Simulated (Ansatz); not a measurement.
In10As11H28⁺, a nanocrystal cut from wurtzite InAs (hydrogen-capped): single points at one geometry.

```yaml
crystal:
  periodic: [false, false, false]
  atoms:
    - {symbol: As, position_ang: [0.466795, -4.456178, 0.135719]}
    - {symbol: In, position_ang: [0.422658, -4.903937, 2.907481]}
    - {symbol: As, position_ang: [0.444864, -1.895533, -3.661985]}
    - {symbol: In, position_ang: [-1.976104, -1.196630, -4.688941]}
    - {symbol: In, position_ang: [0.472466, -2.048751, -1.028961]}
    - {symbol: As, position_ang: [-1.576609, -0.791901, 0.134151]}
    - {symbol: As, position_ang: [0.442099, -2.215653, 3.428635]}
    - {symbol: In, position_ang: [-1.824870, -0.937240, 2.838471]}
    - {symbol: As, position_ang: [-1.871263, 1.352666, -3.530227]}
    - {symbol: In, position_ang: [-1.699820, 1.651099, -0.882349]}
    - {symbol: As, position_ang: [-3.784136, 2.864062, 0.255796]}
    - {symbol: As, position_ang: [-1.774171, 1.674266, 3.428266]}
    - {symbol: In, position_ang: [-4.126067, 3.015475, 3.050174]}
    - {symbol: In, position_ang: [2.849994, -1.120230, -4.692305]}
    - {symbol: As, position_ang: [2.520579, -0.758455, 0.095047]}
    - {symbol: In, position_ang: [2.746198, -1.086991, 2.756616]}
    - {symbol: As, position_ang: [2.754116, 1.366419, -3.443465]}
    - {symbol: In, position_ang: [2.851072, 1.750208, -0.790239]}
    - {symbol: As, position_ang: [0.509926, 2.779887, 0.032058]}
    - {symbol: As, position_ang: [2.388334, 1.511713, 3.473865]}
    - {symbol: In, position_ang: [0.339010, 3.115542, 2.711379]}
    - {symbol: H, position_ang: [-0.672059, -5.184541, -0.574107]}
    - {symbol: H, position_ang: [1.604851, -5.204863, -0.554131]}
    - {symbol: H, position_ang: [-1.183637, -5.482162, 3.165697]}
    - {symbol: H, position_ang: [2.017236, -5.490807, 3.221997]}
    - {symbol: H, position_ang: [0.454669, -3.400307, -3.947661]}
    - {symbol: H, position_ang: [-3.212789, -1.897411, -3.697426]}
    - {symbol: H, position_ang: [-1.792099, -0.902763, -6.379834]}
    - {symbol: H, position_ang: [-2.806103, -1.459034, -0.483087]}
    - {symbol: H, position_ang: [0.490972, -2.137696, 4.956239]}
    - {symbol: H, position_ang: [-3.285325, -1.750072, 3.307627]}
    - {symbol: H, position_ang: [-3.058107, 2.234750, -3.910550]}
    - {symbol: H, position_ang: [-0.789910, 2.272484, -4.093409]}
    - {symbol: H, position_ang: [-4.969790, 2.219659, -0.458813]}
    - {symbol: H, position_ang: [-3.865997, 4.213038, -0.455313]}
    - {symbol: H, position_ang: [-1.606992, 1.676291, 4.949686]}
    - {symbol: H, position_ang: [-5.428590, 1.911776, 3.305431]}
    - {symbol: H, position_ang: [-3.834400, 4.688445, 3.367032]}
    - {symbol: H, position_ang: [2.624436, -0.778585, -6.369861]}
    - {symbol: H, position_ang: [4.077315, -1.910550, -3.759374]}
    - {symbol: H, position_ang: [3.740021, -1.475959, -0.483970]}
    - {symbol: H, position_ang: [4.244496, -1.750584, 3.315367]}
    - {symbol: H, position_ang: [1.583059, 2.218051, -3.930222]}
    - {symbol: H, position_ang: [3.852209, 2.277590, -3.988716]}
    - {symbol: H, position_ang: [4.224129, 2.602028, -0.158405]}
    - {symbol: H, position_ang: [0.465714, 4.199892, -0.531214]}
    - {symbol: H, position_ang: [2.426851, 1.576088, 4.999469]}
    - {symbol: H, position_ang: [3.696660, 2.263855, 3.232258]}
    - {symbol: H, position_ang: [0.487608, 4.761453, 3.230703]}
basis:
  gaussian: {orbitals: def2-SVP, initial_orbitals: start.molden}
total_charge: 1
correlation: {method: mp2}
scf: {omitted_lower_state_checks: [starts]}
output: {orbitals: {seedname: orbitals}}
```

The file start.molden holds the orbitals of an earlier run on this structure, at another level or in another basis.

```sh
$ ansatz run in.yaml --threads 11 --pin off --events-out ev --progress --plain --max-ram 120832MiB --backend cuda --devices 0, --max-vram 75GiB
```

It prints (some lines left out):

```
Functional definition: HF
8282 factors; integrals over basis functions are off by at most 1.1e-3 eV
mean field evaluation 1: about -720597.6285 eV, gradient 8.9e1 eV
mean field evaluation 2: about -720603.8898 eV, gradient 7.3e0 eV
mean field evaluation 4: about -720604.5746 eV, gradient 6.9e-1 eV
mean field evaluation 8: about -720604.5766 eV, gradient 6.8e-6 eV
mean field -720604.57661295 eV, -26481.7297472009 hartree, gradient 6.8e-6 eV, S^2 0.000000; 0 other end points of the search recorded, 0 dependent functions left out
139 core orbitals not correlated: weight in the atoms' cores, before any rotation towards them, 1.000 or more for the frozen orbitals, at most 0.000 for the correlated occupied ones
reference -720604.57661295 eV, -26481.7297472009 hartree; 161, 161 occupied and 452, 452 virtual orbitals, 8282 factors
second order -98.18402762 eV of doubles, -0.00000000 eV of singles
Total energy: -720702.76064058 eV, -26485.3379436646 hartree
Checks for a lower state left out: starts
```

It took 13 s on 11 threads of AMD EPYC 7R13 on a shared host and a whole NVIDIA H100 80GB HBM3, peak host memory 2.3 GiB.

As the first input, with `gaussian: {orbitals: def2-TZVP, fitting: {mean_field: def2-universal-jkfit}, initial_orbitals: start.molden}`, `hamiltonian: {xc: pbe0, dispersion: d4}` and without the key `correlation` (abridged; 11 s):

```
Functional definition: PBE0
mean field -721376.72218973 eV, -26510.1055737683 hartree, gradient 9.4e-6 eV, S^2 0.000000
Total energy: -721380.01781606 eV, -26510.2266858020 hartree
Checks for a lower state left out: starts
```

Geometry: PBE-D4/def2-SVP.

In the def2 sets In takes a core potential; there is no spin–orbit coupling. Correlated methods freeze 139 core orbitals; core or outer-core shells of As, In are correlated, in sets that lack core-valence functions. Single mean-field runs in def2-TZVP are fitted with def2-universal-jkfit.
